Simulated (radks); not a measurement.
Tc28+, 15 electrons, occupied as [Ne] 3s2 3p3. Method: Dirac Kohn-Sham, PBE, spin-unpolarised, spherical densities, point nucleus; open shells fill j = l - 1/2 first; computed with a radial shooting solver on a logarithmic mesh with Libxc functionals. Some entries of the table are withheld. Estimate them.

| orbital | occ. | eigenvalue (hartree) | <1/r> (bohr^-1) |
|---|---|---|---|
| 1s1/2 | 2 | -817.6847 | 44.72 |
| 2s1/2 | 2 | -158.6730 | 10.33 |
| 2p1/2 | 2 | -150.6741 | 10.28 |
| 2p3/2 | 4 | -146.2242 | 9.774 |
| 3s1/2 | 2 | -59.50544 | 4.073 |
| 3p1/2 | 2 | -56.68049 | (1) |
| 3p3/2 | 1 | -55.63833 | (2) |
| 3d3/2 | 0 | -51.45033 | (3) |
| 3d5/2 | 0 | -51.21375 | (4) |
| 4s1/2 | 0 | -30.66617 | (5) |
| 4p1/2 | 0 | (6) | 2.098 |
| 4p3/2 | 0 | (7) | 2.051 |

Answer. 
(1) 3p1/2 <1/r> (bohr^-1): 4.011
(2) 3p3/2 <1/r> (bohr^-1): 3.884
(3) 3d3/2 <1/r> (bohr^-1): 3.756
(4) 3d5/2 <1/r> (bohr^-1): 3.724
(5) 4s1/2 <1/r> (bohr^-1): 2.130
(6) 4p1/2 eigenvalue (hartree): -29.49477
(7) 4p3/2 eigenvalue (hartree): -29.10603
